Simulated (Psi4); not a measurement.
C₃H₄Cl₂Si (SMILES C#C[Si](C)(Cl)Cl), singlet, at a GFN2-xTB geometry; MP2/def2-SV(P) run with Psi4.

Psi4 was given this input:
```
memory 2 GB

molecule {
0 1
C     2.57026702    1.18784562    0.93115484
C     1.48646025    0.77369963    0.61717068
Si   -0.17777366    0.12643915    0.12476743
C    -1.55300848    1.05654807    1.04641500
Cl   -0.24032750   -1.85188580    0.57157115
Cl   -0.37962100    0.37086767   -1.87943528
H     3.51845357    1.55134298    1.20691454
H    -1.52515559    2.11909091    0.82346986
H    -2.53627279    0.68630453    0.76653087
H    -1.45138206    0.94186172    2.12158787
}

set {
  basis def2-sv(p)
  freeze_core true
}

energy('mp2')
print_variables()
```

It wrote (shortened):

```
    SCF Algorithm Type (re)set to DF.

   => Loading Basis Set <=

    Name: DEF2-SV(P)
    Role: ORBITAL
    Keyword: BASIS

         ---------------------------------------------------------
                                   SCF
               by Justin Turney, Rob Parrish, Andy Simmonett
                          and Daniel G. A. Smith
                              RHF Reference
         ---------------------------------------------------------

  ==> Geometry <==

    Molecular point group: c1
    Full point group: C1

    Geometry (in Angstrom), charge = 0, multiplicity = 1:

       Center              X                  Y                   Z               Mass
    ------------   -----------------  -----------------  -----------------  -----------------
         C            2.560247048477     1.236378724249     0.975737684532    12.000000000000
         C            1.476440278477     0.822232734249     0.661753524532    12.000000000000
         SI          -0.187793631523     0.174972254249     0.169350274532    27.976926534650
         C           -1.563028451523     1.105081174249     1.090997844532    12.000000000000
         CL          -0.250347471523    -1.803352695751     0.616153994532    34.968852682000
         CL          -0.389640971523     0.419400774249    -1.834852435468    34.968852682000
         H            3.508433598477     1.599876084249     1.251497384532     1.007825032230
         H           -1.535175561523     2.167624014249     0.868052704532     1.007825032230
         H           -2.546292761523     0.734837634249     0.811113714532     1.007825032230
         H           -1.461402031523     0.990394824249     2.166170714532     1.007825032230

  Running in c1 symmetry.

  Rotational constants: A =      0.05723  B =      0.05369  C =      0.04152 [cm^-1]
  Rotational constants: A =   1715.76980  B =   1609.66190  C =   1244.66311 [MHz]
  Nuclear repulsion =  401.576454197678572

  Charge       = 0
  Multiplicity = 1
  Electrons    = 70
  Nalpha       = 35
  Nbeta        = 35

  ==> Algorithm <==

  SCF Algorithm Type is DF.
  DIIS enabled.
  MOM disabled.
  Fractional occupation disabled.
  Guess Type is SAD.
  Energy threshold   = 1.00e-08
  Density threshold  = 1.00e-08
  Integral threshold = 1.00e-12

  ==> Primary Basis <==

  Basis Set: DEF2-SV(P)
    Blend: DEF2-SV(P)
    Number of shells: 50
    Number of basis functions: 104
    Number of Cartesian functions: 110
    Spherical Harmonics?: true
    Max angular momentum: 2

   => Loading Basis Set <=

    Name: (DEF2-SV(P) AUX)
    Role: JKFIT
    Keyword: DF_BASIS_SCF

  ==> Integral Setup <==

  SCF_SUBTYPE=INCORE selected. In-core MEM_DF algorithm will be used.
  Using in-core AOs.

  ==> MemDFJK: Density-Fitted J/K Matrices <==

    J tasked:                   Yes
    K tasked:                   Yes
    wK tasked:                   No
    Algorithm:                 Core
    Schwarz Cutoff:           1E-12
    Mask sparsity (%):       3.4578
    Fitting Condition:        1E-10

   => Auxiliary Basis Set <=

  Basis Set: (DEF2-SV(P) AUX)
    Blend: DEF2-UNIVERSAL-JKFIT
    Number of shells: 213
    Number of basis functions: 681
    Number of Cartesian functions: 812
    Spherical Harmonics?: true
    Max angular momentum: 4

  Minimum eigenvalue in the overlap matrix is 9.2334135318E-04.
  Reciprocal condition number of the overlap matrix is 1.7879410863E-04.
    Using symmetric orthogonalization.

  ==> Pre-Iterations <==

  SCF Guess: Superposition of Atomic Densities via on-the-fly atomic UHF (no occupation information).

   -------------------------
    Irrep   Nso     Nmo
   -------------------------
     A        104     104
   -------------------------
    Total     104     104
   -------------------------

  ==> Iterations <==

                           Total Energy        Delta E     RMS |[F,P]|

   @DF-RHF iter SAD: -1322.59486722485258   -1.32259e+03   0.00000e+00
[...]
  Energy and wave function converged.

  ==> Post-Iterations <==

    Orbital Energies [Eh]
    ---------------------

    Doubly Occupied:

[...]
    Virtual:

[...]
    Final Occupation by Irrep:
              A
    DOCC [    35 ]
    NA   [    35 ]
    NB   [    35 ]

  @DF-RHF Final Energy: -1323.45452506377183

   => Energetics <=

    Nuclear Repulsion Energy =            401.5764541976785722
    One-Electron Energy =               -2626.2022498129363157
    Two-Electron Energy =                 901.1712705514858044
    Total Energy =                      -1323.4545250637718254

Computation Completed

Properties will be evaluated at   0.000000,   0.000000,   0.000000 [a0]

Properties computed using the SCF density matrix

 Multipole Moments:

 ------------------------------------------------------------------------------------
     Multipole            Electronic (a.u.)      Nuclear  (a.u.)        Total (a.u.)
 ------------------------------------------------------------------------------------

 L = 1.  Multiply by 2.5417464519 to convert [e a0] to [Debye]
 Dipole X            :          1.4322458           -1.3254499            0.1067959
 Dipole Y            :         -5.8190239            6.4199992            0.6009752
 Dipole Z            :         -5.3585164            5.8974558            0.5389393
 Magnitude           :                                                    0.8142679

 ------------------------------------------------------------------------------------

  //>>>>>>>>>>>>>>>>>>>>>>>>>>>>>>>>>>>//
  //               DFMP2               //
  //<<<<<<<<<<<<<<<<<<<<<<<<<<<<<<<<<<<//

   => Loading Basis Set <=

    Name: (DEF2-SV(P) AUX)
    Role: RIFIT
    Keyword: DF_BASIS_MP2

	 --------------------------------------------------------
	                          DF-MP2
	      2nd-Order Density-Fitted Moller-Plesset Theory

	        Rob Parrish, Justin Turney, Andy Simmonett,
	           Ed Hohenstein, and C. David Sherrill
	 --------------------------------------------------------

   => Auxiliary Basis Set <=

  Basis Set: (DEF2-SV(P) AUX)
    Blend: DEF2-SV_P_-RI
    Number of shells: 132
    Number of basis functions: 386
    Number of Cartesian functions: 444
    Spherical Harmonics?: true
    Max angular momentum: 3

	 --------------------------------------------------------
	                 NBF =   104, NAUX =   386
	 --------------------------------------------------------
	   CLASS    FOCC     OCC    AOCC    AVIR     VIR    FVIR
	   PAIRS      18      35      17      69      69       0
	 --------------------------------------------------------

	-----------------------------------------------------------
	 ==================> DF-MP2 Energies <====================
	-----------------------------------------------------------
	 Reference Energy          =   -1323.4545250637718254 [Eh]
	 Singles Energy            =      -0.0000000000000000 [Eh]
	 Same-Spin Energy          =      -0.1858609642232181 [Eh]
	 Opposite-Spin Energy      =      -0.5305053406308667 [Eh]
	 Correlation Energy        =      -0.7163663048540849 [Eh]
	 Total Energy              =   -1324.1708913686259166 [Eh]
	-----------------------------------------------------------
	 ================> DF-SCS-MP2 Energies <==================
	-----------------------------------------------------------
	 SCS Same-Spin Scale       =       0.3333333333333333 [-]
	 SCS Opposite-Spin Scale   =       1.2000000000000000 [-]
	 SCS Same-Spin Energy      =      -0.0619536547410727 [Eh]
	 SCS Opposite-Spin Energy  =      -0.6366064087570401 [Eh]
	 SCS Correlation Energy    =      -0.6985600634981128 [Eh]
	 SCS Total Energy          =   -1324.1530851272698328 [Eh]
	-----------------------------------------------------------

  Variable Map:
  ----------------------------------------------------------------------------
[...]
  Array Variable Map:
  ----------------------------------------------------------------------------
[...]
[...]
```
